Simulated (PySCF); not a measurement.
C₄H₁₁GeNSi₂.
SMILES: `[SiH3][N]([SiH3])[GeH]1[CH]=CC=[CH]1`

Method: TDDFT wB97X-D/def2-SVPD, vertical, gas phase, core orbitals frozen in the response in PySCF 2.14.0, density-fitted response routines. The structure is a single PBE0-D3(BJ)/def2-SVP conformer in the gas phase; no vibrational or solvent corrections. Relativistic effects, spin–orbit coupling among them, are left out although an element past zinc is present. Torsions of this conformer, `[SiH3:1][N:2]([SiH3:3])[GeH:4]1[CH:5]=[CH:6][CH:7]=[CH:8]1`: Si1–N2–Ge4–C5 -26°.

```
state  E (eV)  E (hartree)       f  |μ| (D)     main configurations (H = HOMO, L = LUMO)
   S1    4.36       0.1602   0.036     1.48                                    H→L (97%)
   S2    4.81       0.1769  0.0096     0.72                      H-1→L (84%), H-2→L (9%)
   S3    5.86       0.2153  0.0029     0.36                                  H-2→L (81%)
   S4    6.19       0.2274  0.0052     0.47                    H-3→L (72%), H-1→L+1 (9%)
   S5    6.70       0.2461  0.0031     0.35                   H-1→L+1 (57%), H→L+1 (20%)
   S6    6.81       0.2504   0.051     1.41        H-4→L (46%), H-7→L (14%), H→L+3 (11%)
   S7    6.92       0.2543  0.0027     0.32                     H→L+2 (45%), H→L+4 (34%)
   S8    6.98       0.2565   0.016     0.79    H-1→L+3 (32%), H→L+3 (26%), H-1→L+2 (17%)
   S9    7.18       0.2637   0.040     1.21      H→L+1 (27%), H→L+3 (16%), H-1→L+3 (14%)
  S10    7.36       0.2707   0.046     1.28  H-1→L+2 (20%), H-1→L+3 (18%), H-1→L+4 (16%)
```

Triplets, Tamm–Dancoff:

| state | E (eV) | λ (nm) | main configurations (H = HOMO, L = LUMO) |
| --- | --- | --- | --- |
| T1 | 2.75 | 451.4 | H→L (87%) |
| T2 | 4.49 | 276.3 | H-1→L (71%), H-2→L (13%) |
| T3 | 4.86 | 255.1 | H-4→L (27%), H-7→L (24%) |
| T4 | 5.48 | 226.3 | H-2→L (72%) |

The lowest singlet lies at 4.36 eV (284 nm, ultraviolet) and is of moderate strength; its leading configuration is HOMO→LUMO (97%). The strongest level in the table is S6 at 6.81 eV (182 nm, f = 0.051). Löwdin shares by element: HOMO carbon 81% (atoms not listed hold the other 19%); LUMO carbon 71% (atoms not listed hold the other 29%). The listed states span 3.00 eV, and the widest gap between neighbours is 1.04 eV (S2 to S3). Weighted by f, the mean energy of these states is 6.48 eV. Of the 10 states listed, 5 reach f = 0.01 and none stays under 0.0005. All these states lie below the vertical ionisation energy of 8.75 eV (ΔSCF). Singlets were solved by full linear response, triplets in the Tamm–Dancoff approximation.
